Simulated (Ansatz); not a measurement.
A set of 12 reactions (atomization), with CCSD(T)/CBS values in kJ/mol:

```
                                                reaction      ΔE
         `O[SiH](O)[SiH](O)F` → F• + 5 H• + 3 O• + 2 Si•  4267.3
       `[CH3][Ga]([F])[Br]` → Br• + C• + F• + Ga• + 3 H•  2383.9
            `NCC1O[SiH2]1` → 2 C• + 7 H• + N• + O• + Si•  4401.2
   `[SiH3][CH]1[GaH][Se]1` → C• + Ga• + 5 H• + Se• + Si•  2677.6
                `CS[CH2][GeH3]` → 2 C• + Ge• + 8 H• + S•  3971.8
    `Cl[CH]1[SiH2][GeH2]1` → C• + Cl• + Ge• + 5 H• + Si•  2653.6
           `NCS[SiH2]O` → C• + 7 H• + N• + O• + S• + Si•  4224.2
        `F[SiH](Cl)[SiH2]Cl` → 2 Cl• + F• + 3 H• + 2 Si•  2613.3
                        `CCC[SiH3]` → 3 C• + 10 H• + Si•  5086.6
           `C[B](Br)[SnH3]` → B• + Br• + C• + 6 H• + Sn•  3101.8
 `C#C[O][Ga]([OH])[Cl]` → 2 C• + Cl• + Ga• + 2 H• + 2 O•  3167.6
`F[CH2][In]([SH])[Cl]` → C• + Cl• + F• + 3 H• + In• + S•  2487.0
```

Program: Ansatz. Geometries: PBE0-D4/def2-TZVP. ΔE: electronic, gas phase. CCSD(T)/CBS is the MP2 limit (def2-TZVPP, def2-QZVPP) plus CCSD(T) − MP2 in def2-TZVPP, frozen cores. This one scheme is used for every species, atoms too. For atomizations the MP2-based limit and the directly extrapolated one differ by several kJ/mol either way, and by 10 to 25 for some Ge, Se and Sn compounds, so smaller differences from it don't rank the levels. DFT in def2-TZVPP. B3LYP here is the variant with VWN-RPA as its local correlation; programs differ in this. Open shells (•) are unrestricted, without spin–orbit coupling. Spin–orbit coupling would lower the free atoms: a little for B, C, Cl, F, O, S, Si; clearly for Br, Ga, Ge, Se; strongly for In, Sn. def2 core potentials past Kr. Bonds to Br, Ga, Ge, In, Se, Sn are less sure, by a few kJ/mol each and by 10 to 20 or more in all where they break to atoms, as the def2 sets lack core-valence functions. Scalar relativity is left out up to krypton. Each species was taken in one conformer, which may not be the lowest.

Give the mean, mean absolute and largest difference (level minus CCSD(T)/CBS, kJ/mol) for: PBE-D4, r2SCAN-D4, PBE0-D4, ωB97M-V, r2SCAN, PBE0, B3LYP, HF/def2-TZVPP, MP2/def2-TZVPP, CCSD/def2-TZVPP, CCSD(T)/def2-TZVPP, HF/def2-QZVPP, SCS-MP2/def2-QZVPP, HF/CBS(def2). (An estimate is asked.)

Computed: 
```json
{"level": "PBE-D4", "mean": "34.1", "mean absolute": "35.8", "largest": "108.4"}
{"level": "r2SCAN-D4", "mean": "-0.3", "mean absolute": "6.8", "largest": "-30.8"}
{"level": "PBE0-D4", "mean": "-20.5", "mean absolute": "20.9", "largest": "-99.4"}
{"level": "ωB97M-V", "mean": "-7.7", "mean absolute": "14.3", "largest": "-32.5"}
{"level": "r2SCAN", "mean": "-5.8", "mean absolute": "8.4", "largest": "-36.9"}
{"level": "PBE0", "mean": "-39.7", "mean absolute": "39.7", "largest": "-120.4"}
{"level": "B3LYP", "mean": "-66.8", "mean absolute": "66.8", "largest": "-101.8"}
{"level": "HF/def2-TZVPP", "mean": "-957.3", "mean absolute": "957.3", "largest": "-1336.6"}
{"level": "MP2/def2-TZVPP", "mean": "-40.1", "mean absolute": "52.6", "largest": "-98.2"}
{"level": "CCSD/def2-TZVPP", "mean": "-146.8", "mean absolute": "146.8", "largest": "-208.5"}
{"level": "CCSD(T)/def2-TZVPP", "mean": "-93.5", "mean absolute": "93.5", "largest": "-143.5"}
{"level": "HF/def2-QZVPP", "mean": "-952.4", "mean absolute": "952.4", "largest": "-1327.7"}
{"level": "SCS-MP2/def2-QZVPP", "mean": "2.7", "mean absolute": "18.0", "largest": "48.6"}
{"level": "HF/CBS(def2)", "mean": "-951.6", "mean absolute": "951.6", "largest": "-1326.4"}
```

The largest T1 diagnostic in the set is 0.015, for In• (customary mark 0.045).

CCSD(T)/CBS is a level of theory with its own doubt, and the functionals carry their triple-zeta basis error, so these figures describe this set and don't rank the functionals.
